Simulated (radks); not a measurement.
Initial-state core-level shifts of the scandium ion Sc+ when its valence configuration changes from [Ar] 3d1 4s1. Calculated with a radial shooting solver on a logarithmic mesh with Libxc functionals: scalar-relativistic Kohn-Sham, BLYP, spin-polarised, spherical densities, finite nucleus; open shells are filled with parallel spins first; Fermi nuclear charge, rms radius 3.5459 fm. Shifts are changes of the shell-averaged eigenvalues in eV (positive: less bound); the change of the density at the nucleus, which sets a Mossbauer isomer shift, is in e/bohr^3, on a base of 7300.

[
 {"valence": "3d1.5 4s0.5", "1s": "+2.228", "2s": "+2.616", "2p": "+2.580", "3p": "+2.164", "density at nucleus": "-2.5054"},
 {"valence": "3d1 4s0.5 4p0.5", "1s": "-0.604", "2s": "-0.592", "2p": "-0.591", "3p": "-0.588", "density at nucleus": "-1.8922"},
 {"valence": "3d0.5 4s1 4p0.5", "1s": "-3.207", "2s": "-3.662", "2p": "-3.618", "3p": "-3.030", "density at nucleus": "+0.9512"},
 {"valence": "3d1 4p1", "1s": "-1.197", "2s": "-1.173", "2p": "-1.171", "3p": "-1.165", "density at nucleus": "-3.8156"},
 {"valence": "3d2", "1s": "+4.084", "2s": "+4.795", "2p": "+4.728", "3p": "+4.024", "density at nucleus": "-4.6422"},
 {"valence": "3d0.5 4s1.5", "1s": "-2.687", "2s": "-3.135", "2p": "-3.094", "3p": "-2.526", "density at nucleus": "+2.8688"},
 {"valence": "4s2", "1s": "-5.728", "2s": "-6.708", "2p": "-6.620", "3p": "-5.285", "density at nucleus": "+6.3538"},
 {"valence": "4s1 4p1", "1s": "-6.745", "2s": "-7.740", "2p": "-7.646", "3p": "-6.266", "density at nucleus": "+2.1072"},
 {"valence": "4s0.5 4p1.5", "1s": "-7.329", "2s": "-8.328", "2p": "-8.232", "3p": "-6.823", "density at nucleus": "-0.1046"}
]
